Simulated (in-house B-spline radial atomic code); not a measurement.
A fraction x of an electron is removed from 2p in Ne4+, starting from [He] 2s2 2p2 and keeping the highest spin. Method: scalar-relativistic (X2C) TPSS, spin-polarised, spherical fractional occupations, Fermi nucleus of rms radius 3.0055 fm. Calculated with a B-spline radial code for spherical atoms.

| x | E(x) - E(0) (eV) | 2p up level (eV) |
| --- | --- | --- |
| 0 | 0.0000 | -112.285 |
| 0.09 | 10.2243 | -114.925 |
| 0.13 | 14.8449 | -116.103 |
| 0.28 | 32.5933 | -120.550 |
| 0.5 | 59.8384 | -127.146 |
| 0.53 | 63.6664 | -128.052 |
| 0.67 | 81.8906 | -132.299 |
| 0.78 | 96.6279 | -135.655 |
| 0.96 | 121.5427 | -141.182 |
| 1 | 127.2146 | -142.415 |

The exact functional would give a straight line between the two integer points. Deviations E(x) - E(0) - x[E(1) - E(0)], in eV: -1.225 at x = 0.09, -1.693 at x = 0.13, -3.027 at x = 0.28, -3.769 at x = 0.5, -3.757 at x = 0.53, -3.343 at x = 0.67, -2.599 at x = 0.78, -0.583 at x = 0.96.

The curve lies below the straight line by up to 3.769 eV (at x = 0.5): convex, the delocalisation error that favours fractional charges.

How well does Slater's transition state (minus the level at half occupation) give the ionisation energy?

It gives 127.146 eV against 127.215 eV from the two total energies; NIST lists 126.25 eV, ground level to ground level.
